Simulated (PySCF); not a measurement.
Cl2Zr, SMILES [Cl][Zr][Cl], multiplicity 1. Atoms are numbered in the order given.

```xyz
3

Zr     0.0000     0.0000     0.4632
Cl     0.0000     2.0625    -0.5449
Cl     0.0000    -2.0625    -0.5449
```
Charge 0, spin multiplicity 1.

Geometry optimised at PBE0-D3(BJ)/def2-TZVP. The multiplicity is an assumed one; other spin states were not compared. The def2 effective core potentials stand for the cores of Zr; spin–orbit coupling is left out.

The numbers are results of PySCF with PBE0/def2-TZVPD, not measurements.

Isolated molecule, no solvent.

```json
{
 "total_energy": "-967.23042 hartree",
 "point_group": "C2v",
 "highest_occupied_level": "-5.39 eV",
 "lowest_empty_level": "-3.27 eV",
 "orbital_gap": "2.12 eV",
 "dipole_moment": "1.43 D",
 "quadrupole, principal values (traceless, Buckingham form, about the centre of nuclear charge)": "-3.66, -0.46, 4.12 D·Å",
 "mean_static_polarisability": "104.5 bohr³ (15.48 Å³)",
 "polarisability_principal_values": "103.1, 105.2, 105.2 bohr³"
}
```
